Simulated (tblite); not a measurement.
Parent: `[CH3:1][N:2]1[CH2:3][Si@@H:4]([Cl:5])[CH2:6][SiH2:7]1` with C1–N2–C3–Si4 -177°, N2–C3–Si4–Cl5 -127°, C3–Si4–C6–Si7 -4°, Si4–C6–Si7–N2 14°, C3H10ClNSi2.

Structures optimised with GFN2-xTB, isolated species. One conformer each, not checked by frequencies here.

```csv
coordinate of the parent,value
C1–N2,1.438 Å
N2–C3,1.448 Å
C3–Si4,1.910 Å
Si4–Cl5,2.024 Å
Si4–C6,1.892 Å
C6–Si7,1.905 Å
N2–Si7,1.715 Å
C1–N2–C3,114.0°
C1–N2–Si7,122.6°
C3–N2–Si7,120.5°
N2–C3–Si4,108.8°
C3–Si4–Cl5,109.7°
C3–Si4–C6,100.6°
Cl5–Si4–C6,112.0°
Si4–C6–Si7,105.3°
N2–Si7–C6,100.3°
```

Problem. How does the shared frame change in `[CH3:1][CH2:2][Si@@H:3]1[CH2:4][Si@@H:5]([Cl:6])[CH2:7][N:8]1[CH3:9]` with C1–C2–Si3–C4 -64°, C2–Si3–C4–Si5 -132°, Si3–C4–Si5–Cl6 -115°, C4–Si5–C7–N8 15°, Si5–C7–N8–C9 175°, C5H14ClNSi2? Atoms pair as C1 = C9, N2 = N8, C3 = C7, Si4 = Si5, Cl5 = Cl6, C6 = C4, Si7 = Si3 (parent first).

Solution. 
| parent | relative | value in the relative | change |
| --- | --- | --- | --- |
| C1–N2 | C9–N8 | 1.440 Å | +0.002 |
| N2–C3 | N8–C7 | 1.448 Å | 0.000 |
| C3–Si4 | C7–Si5 | 1.908 Å | -0.002 |
| Si4–Cl5 | Si5–Cl6 | 2.022 Å | -0.002 |
| Si4–C6 | Si5–C4 | 1.891 Å | -0.001 |
| C6–Si7 | C4–Si3 | 1.907 Å | +0.002 |
| N2–Si7 | N8–Si3 | 1.720 Å | +0.005 |
| C1–N2–C3 | C9–N8–C7 | 113.6° | -0.4 |
| C1–N2–Si7 | C9–N8–Si3 | 123.0° | +0.4 |
| C3–N2–Si7 | C7–N8–Si3 | 118.4° | -2.1 |
| N2–C3–Si4 | N8–C7–Si5 | 108.5° | -0.3 |
| C3–Si4–Cl5 | C7–Si5–Cl6 | 109.7° | 0.0 |
| C3–Si4–C6 | C7–Si5–C4 | 100.6° | 0.0 |
| Cl5–Si4–C6 | Cl6–Si5–C4 | 112.4° | +0.4 |
| Si4–C6–Si7 | Si5–C4–Si3 | 104.6° | -0.7 |
| N2–Si7–C6 | N8–Si3–C4 | 100.4° | +0.1 |

Of the parent's bonds, N2–Si7 changes most (+0.005 Å). Bonds of the relative outside the shared frame: C1–C2 1.522, C2–Si3 1.898 Å. Point group C1 → C1.

All values are computed, not measured.
